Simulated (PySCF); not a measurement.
**Atomic charges by several schemes**

Compound: C5H14Si2.
Cartesian coordinates in Å at the GFN2-xTB level; atoms count from 1:
```xyz
21
C5H14Si2 angstrom
C      3.7375   -0.3606   -0.7523
C      2.6806    0.3366   -1.1377
Si     1.2477    0.8376   -0.0237
Si    -0.6636   -0.3600   -0.5910
C     -0.7604   -2.0032    0.3734
C     -2.2339    0.6649   -0.2070
C     -2.3149    1.1097    1.2486
H      4.5276   -0.6536   -1.4282
H      3.8636   -0.6716    0.2726
H      2.6110    0.6213   -2.1819
H      1.6828    0.6373    1.3678
H      1.0740    2.2917   -0.1880
H     -0.7450   -0.7029   -2.0280
H     -1.6820   -2.5401    0.1657
H     -0.7117   -1.8366    1.4462
H      0.0660   -2.6568    0.1096
H     -3.1286    0.0895   -0.4517
H     -2.2535    1.5480   -0.8480
H     -1.4479    1.7122    1.5153
H     -3.2098    1.7052    1.4257
H     -2.3481    0.2482    1.9122
```

Density: PBE0/pcSseg-1 (PySCF); schemes: Mulliken, IAO, Hirshfeld and ESP-fitted. Geometry: GFN2-xTB, one conformer, isolated molecule.

Question: Atoms with like bonding are taken together and averaged. Do the Mulliken, IAO, Hirshfeld and ESP-fitted schemes agree on where the charge is lowest?

Answer: All schemes agree: Mulliken C5 (-0.609); IAO C5 (-0.702); Hirshfeld C5 (-0.212); ESP-fitted C5 (-0.476).

Question: At which atom do the 4 schemes differ most?

Answer: At C5: from -0.702 (IAO) to -0.212 e (Hirshfeld), 0.490 e apart.

Question: Tabulate the Mulliken, IAO, Hirshfeld and ESP-fitted charges.

Answer: In e; atoms taken as equivalent share a row and are averaged (×n: the atom named and its like, n in all):

```csv
atom,environment,Mulliken,IAO,Hirshfeld,ESP-fitted
C1,terminal =CH2 carbon,-0.160,-0.285,-0.088,-0.338
C2,alkene CH carbon,-0.473,-0.404,-0.137,-0.221
Si3,SiH2 silicon,+0.388,+0.433,+0.235,+0.210
Si4,SiH silicon,+0.454,+0.617,+0.283,+0.390
C5,Si-methyl carbon,-0.609,-0.702,-0.212,-0.476
C6,sp3 carbon bound to silicon,-0.558,-0.520,-0.157,-0.076
C7,methyl carbon,-0.296,-0.408,-0.118,-0.126
H8,vinylic hydrogen,+0.118,+0.149,+0.047,+0.157
H9,vinylic hydrogen,+0.114,+0.143,+0.043,+0.163
H10,vinylic hydrogen,+0.130,+0.150,+0.041,+0.136
H11,Si–H hydrogen,-0.067,-0.106,-0.077,-0.070
H12,Si–H hydrogen,-0.054,-0.108,-0.081,-0.084
H13,Si–H hydrogen,-0.049,-0.116,-0.085,-0.151
H14/H15/H16,methyl hydrogen,+0.140,+0.154,+0.040,+0.116
H17,methylene hydrogen,+0.140,+0.143,+0.037,+0.031
H18,methylene hydrogen,+0.141,+0.143,+0.035,+0.007
H19/H20/H21,methyl hydrogen,+0.121,+0.136,+0.038,+0.033
```

Mean size of the charges over all atoms: IAO 0.252 e, Mulliken 0.216 e, ESP-fitted 0.147 e, Hirshfeld 0.091 e. Each set sums to the total charge, 0, to within 0.001 e. The IAO scheme projects the occupied orbitals on a minimal set of polarised atomic orbitals and counts the electrons in each atom's part of it.

Question: How closely do the schemes follow one another over all atoms?

Answer: Correlation coefficient and root-mean-square difference: Mulliken with IAO 0.98, 0.063 e; IAO with Hirshfeld 0.96, 0.200 e; Mulliken with Hirshfeld 0.93, 0.171 e; IAO with ESP-fitted 0.90, 0.160 e; Hirshfeld with ESP-fitted 0.89, 0.101 e; Mulliken with ESP-fitted 0.85, 0.151 e.

Question: How many electrons does the IAO scheme count on C6?

Answer: Z − q = 6 − (-0.520) = 6.520.

Question: Sum the charges by element.

Answer: 
```
element  atoms  Mulliken     IAO  Hirshfeld  ESP-fitted
      C      5    -2.096  -2.318     -0.714      -1.236
     Si      2    +0.842  +1.050     +0.518      +0.600
      H     14    +1.254  +1.268     +0.196      +0.637
```

The run behind these numbers computed NMR shieldings as well. Time: 45 s wall (grids of density and orbitals included); peak memory 0.88 GiB. Hardware: an Arm Neoverse V2 with one thread (shared host).
